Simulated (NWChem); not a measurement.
Species: C$_{2}$H$_{6}$FNSi; SMILES C/N=C\[SiH2]F

```xyz
11

C      0.5914     2.2783     0.0888
N     -0.7326     1.6893     0.1583
C     -0.8570     0.4224     0.0821
Si     0.4631    -0.9354    -0.1200
F     -0.3779    -2.3178    -0.1447
H      0.7662     2.8621     1.0002
H      1.4214     1.5594    -0.0291
H      0.6210     2.9818    -0.7516
H     -1.8878     0.0445     0.1418
H      1.4141    -0.9786     1.0212
H      1.2137    -0.8135    -1.3970
```
Atoms are numbered in this order, from 1.

Program: NWChem. Pople sets run with spherical d functions. Coordinates come from a B3LYP/6-31G* (spherical d) optimisation. GIAO values for the isolated, static molecule; σ is the absolute isotropic shielding, δ = σ(reference) − σ with the isolated reference molecule computed at the same levels (13C: tetramethylsilane, 19F: trichlorofluoromethane, 1H: tetramethylsilane, 15N: ammonia, 29Si: tetramethylsilane).

For level Hartree-Fock/6-31G*:

```
Item         Result
-----------  ------
δ C1 (ppm)     46.8
δ N2 (ppm)    445.2
δ Si4 (ppm)   -13.9
δ F5 (ppm)   -163.9
δ H9 (ppm)     8.65
δ H10 (ppm)    5.42
```

How do the values read with level BHandHLYP/pcSseg-1 instead?

The δ C1 (ppm) comes out as 52.4 and the δ N2 (ppm) is 498.4. The δ Si4 (ppm) is -25.2, the δ F5 (ppm) is -225.2 and the δ H9 (ppm) comes out as 8.37. The δ H10 (ppm) comes out as 5.26.
